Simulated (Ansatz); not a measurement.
`[NH2][Zn][Br]` + H₂S → `[NH2][Zn][SH]` + HBr at 400 K and 1 bar (ligand exchange at a Zn–Br bond).

Isolated molecules relaxed with PBE0-D4/def2-TZVP in Ansatz; ΔE leaves out vibrations. CCSD(T)/CBS adds triple-zeta CCSD(T) − MP2 to the extrapolated MP2 energy (def2 sets, frozen cores). This one scheme is used for every species. For Br, Zn outer-core shells are correlated without core-valence functions, which leaves a few kJ/mol of doubt a bond. Scalar relativity is left out up to krypton. Each species was taken in one conformer, which may not be the lowest.

```json
{"species": "`[NH2][Zn][Br]`", "CCSD(T)/CBS energy (Eh)": "-4407.67573", "H − E (kJ/mol)": "90.3", "S (J/(mol·K))": "329.2"}
{"species": "H₂S", "CCSD(T)/CBS energy (Eh)": "-398.97279", "H − E (kJ/mol)": "53.4", "S (J/(mol·K))": "215.9"}
{"species": "`[NH2][Zn][SH]`", "CCSD(T)/CBS energy (Eh)": "-2232.70843", "H − E (kJ/mol)": "114.8", "S (J/(mol·K))": "337.1"}
{"species": "HBr", "CCSD(T)/CBS energy (Eh)": "-2573.91920", "H − E (kJ/mol)": "27.6", "S (J/(mol·K))": "207.2"}
```

H − E and S are ideal-gas, rigid-rotor, harmonic terms from PBE0-D4/def2-TZVP, for one conformer and one mirror image of each species. 1 Eh = 2625.50 kJ/mol, R = 8.31446 J/(mol·K).

Task: By hand: ΔE, ΔH, ΔS and ΔG.

Result: ΔE = (-2232.70843) + (-2573.91920) − (-4407.67573) − (-398.97279) = 0.02089 Eh = 54.8 kJ/mol. Δ(H − E) = 114.8 + 27.6 − 90.3 − 53.4 = -1.3, so ΔH = 53.5 kJ/mol. ΔS = 337.1 + 207.2 − 329.2 − 215.9 = -0.8 J/(mol·K). ΔG = 53.5 − 400 × (-0.8)/1000 = 53.8 kJ/mol.

Task: By hand: the equilibrium constant, and the temperature at which ΔG would vanish if ΔH and ΔS stayed fixed.

Result: log₁₀ K = −ΔG/(RT ln 10) = -7.0. ΔH and −TΔS have one sign here, so there is no such temperature. One of them is within its doubt of zero, so this could turn.

The number of gas molecules stays the same, so ΔS is small and ΔH decides. A doubt of 5 kJ/mol in ΔE shifts log₁₀ K by 0.7 here. Other conformers and mirror images would add mixing entropy, several J/(mol·K) or more a flexible species. These are equilibria of isolated gas molecules and say nothing of rates. Largest T1 diagnostic: 0.015 (customary marks: 0.02 for closed shells, 0.045 for open ones).
